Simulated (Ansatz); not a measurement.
CH3BFNS, SMILES `N=CB(F)S`, relaxed with RKS PBE0-D4/def2-TZVP in Ansatz from a PBE-D4/def2-SVP geometry. The force threshold is 0.005 eV/Å; the program also tests the step.

Total charge 0; spin multiplicity 1.

Start:

```xyz
8

N    -0.482   -1.101   -1.501
C    -0.267   -0.722   -0.289
B     0.233    0.724    0.116
F     0.421    1.628   -0.857
S     0.574    1.236    1.814
H    -0.277   -0.309   -2.146
H    -0.449   -1.484    0.507
H     0.247    0.029    2.355
```

```json
{"step": "1", "energy (eV)": "-16798.6268", "largest force (eV/Å)": "1.035", "largest move (Å)": "0.000"}
{"step": "2", "energy (eV)": "-16798.6597", "largest force (eV/Å)": "0.307", "largest move (Å)": "0.018"}
{"step": "3", "energy (eV)": "-16798.6636", "largest force (eV/Å)": "0.052", "largest move (Å)": "0.009"}
{"step": "4", "energy (eV)": "-16798.6636", "largest force (eV/Å)": "0.053", "largest move (Å)": "0.001"}
{"step": "5 (rejected)", "energy (eV)": "-16798.6630", "largest force (eV/Å)": "0.076", "largest move (Å)": "0.019"}
{"step": "6", "energy (eV)": "-16798.6640", "largest force (eV/Å)": "0.016", "largest move (Å)": "0.009"}
{"step": "7", "energy (eV)": "-16798.6640", "largest force (eV/Å)": "0.004", "largest move (Å)": "0.003"}
```

End:

```xyz
8

N    -0.481   -1.081   -1.488
C    -0.261   -0.723   -0.289
B     0.236    0.713    0.117
F     0.427    1.605   -0.848
S     0.564    1.228    1.803
H    -0.291   -0.308   -2.131
H    -0.434   -1.481    0.484
H     0.240    0.046    2.352
```

Run time 27 s (2 threads of an Intel Xeon Platinum 8559C on a shared host); peak host memory 0.41 GiB.
